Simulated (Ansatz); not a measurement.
Cost and result for the atomization energy of ClGaH4O2Si (`[OH][Ga]([Cl])[O][SiH3]`) (9 atoms, 8 bonds).

```xyz
9

O     1.168   -0.850   -2.593
Ga   -0.043   -0.480   -1.365
Cl   -2.097   -0.727   -1.801
O     0.473    0.095    0.222
Si   -0.236    0.557    1.626
H     2.065   -0.700   -2.282
H    -1.062    1.778    1.425
H    -1.108   -0.523    2.162
H     0.840    0.850    2.606
```

Charge 0, multiplicity 1. Correlated methods include outer-core shells of Ga, which these sets cover unevenly. Scalar relativity is left out up to krypton. Geometry: relaxed with PBE0-D4/def2-TZVP. It is one conformer, not always the lowest. Program: Ansatz. Hardware: A = 2 threads of an AMD EPYC 7R13 on a shared host; B = 2 threads of an AMD EPYC 7R13 on a shared host and a share of an NVIDIA H100 80 GB. Times are those of one run each, without the atoms' runs, and a repeat can differ threefold. Electronic energies, without spin–orbit coupling; frozen cores. CCSD(T)/CBS adds CCSD(T) − MP2 in def2-TZVPP to the MP2 limit, and its time is that of the two runs behind it. T1 = 0.013. With those shells the extrapolation isn't a true limit. B3LYP takes the VWN-RPA correlation (the form of Gaussian; ORCA's B3LYP/G).

CCSD(T)/CBS is a level of theory with its own doubt, some kJ/mol a heavy atom from the limit and from the frozen cores, so smaller differences don't rank the functionals.

| level | functions | wall time | atomization (kJ/mol) | difference from CCSD(T)/CBS | per bond |
| --- | --- | --- | --- | --- | --- |
| PBE-D4/def2-TZVPP (with forces) [A] | 250 | 4 s | 3007.3 | -26.1 | -3.3 |
| CCSD(T)/def2-TZVPP [B] | 250 | 5.5 s | 2953.2 | -80.2 | -10.0 |
| PBE0-D4/def2-TZVPP [A] | 250 | 6.5 s | 2954.9 | -78.5 | -9.8 |
| MP2/def2-QZVPP [B] | 463 | 6.5 s | 3086.0 | 52.6 | 6.6 |
| r2SCAN-D4/def2-TZVPP (with forces) [A] | 250 | 7.5 s | 3017.1 | -16.3 | -2.0 |
| B3LYP-D4/def2-TZVPP (with forces) [A] | 250 | 9 s | 2966.5 | -66.9 | -8.4 |
| B2PLYP/def2-TZVPP [A] | 250 | 9.5 s | 2965.7 | -67.7 | -8.5 |
| CCSD(T)/CBS(def2) | – | 12 s | 3033.4 | 0.0 | 0.0 |
| ωB97X-V/def2-TZVPP [A] | 250 | 13 s | 3024.6 | -8.8 | -1.1 |
| ωB97M-V/def2-TZVPP (with forces) [A] | 250 | 18 s | 3004.1 | -29.3 | -3.7 |

The D4 term adds +35.7 kJ/mol with B3LYP and +18.9 kJ/mol with PBE0; it sums over pairs of atoms, weighted by their polarisabilities, and B3LYP, whose exchange is more repulsive, gets the larger term. In def2-TZVPP, CCSD(T) changes the Hartree–Fock value by +792.4 kJ/mol (the triples alone add +49.0 kJ/mol) and MP2 by +876.6 kJ/mol; breaking electron pairs costs correlation energy, which Hartree–Fock lacks. From PBE to PBE0 (25 % exact exchange), in def2-TZVPP and without D4, the atomization energy moves by −49.4 kJ/mol: exact exchange takes away binding that semilocal exchange gives to molecules.
